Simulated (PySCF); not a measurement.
**State search for CaAs**

Unrestricted PBE0; PySCF, no relativity, basis sets Ca pcseg-1, As pcseg-1. Outer shells of the fragments: Ca 4s2; As 3d10 4s2 4p3.

Followed along the bond (rough minima from three points):

```json
{"2Ms+1": "4", "unpaired": "σ ↑, π ↑↑", "⟨S²⟩ at the start": "3.75", "R at minimum (Å)": "2.87", "Te (eV)": "0.00"}
{"2Ms+1": "2", "unpaired": "σ ↓, π ↑↑", "⟨S²⟩ at the start": "1.76", "R at minimum (Å)": "2.85", "Te (eV)": "0.07"}
{"2Ms+1": "2", "unpaired": "π ↑", "⟨S²⟩ at the start": "1.07", "R at minimum (Å)": "2.61", "Te (eV)": "0.08"}
{"2Ms+1": "2", "unpaired": "σ ↑, π ↑↓", "⟨S²⟩ at the start": "1.76", "R at minimum (Å)": "2.85", "Te (eV)": "0.36"}
{"2Ms+1": "4", "unpaired": "σ ↑↑, π ↑", "⟨S²⟩ at the start": "3.75", "R at minimum (Å)": "2.70", "Te (eV)": "0.75"}
```

Solutions found at the starting distance of 2.765 Å, counted from the lowest of them; the search is not exhaustive and high or unbound solutions are not listed, so other states can lie among these:

```
2Ms+1   unpaired   term  E (eV)  ⟨S²⟩  ⟨Lz²⟩  μ (D)
    4  σ ↑, π ↑↑    ⁴Σ⁻    0.00  3.75   0.00  -3.51
    2  σ ↓, π ↑↑  mixed    0.07  1.76   0.00  -3.67
    2        π ↑  mixed    0.14  1.07   1.01  -7.11
    2  σ ↑, π ↑↓  mixed    0.36  1.76   2.01  -3.56
    4  σ ↑↑, π ↑     ⁴Π    0.74  3.75   1.01  -3.76
    2        σ ↑  mixed    1.32  0.75   2.01  -3.32
```

A term symbol is given only where ⟨S²⟩ and ⟨Lz²⟩ are close to those of a pure state; real π, δ and φ orbitals otherwise mix terms. A positive dipole means Ca(−)As(+).

Spin–orbit coupling is left out.
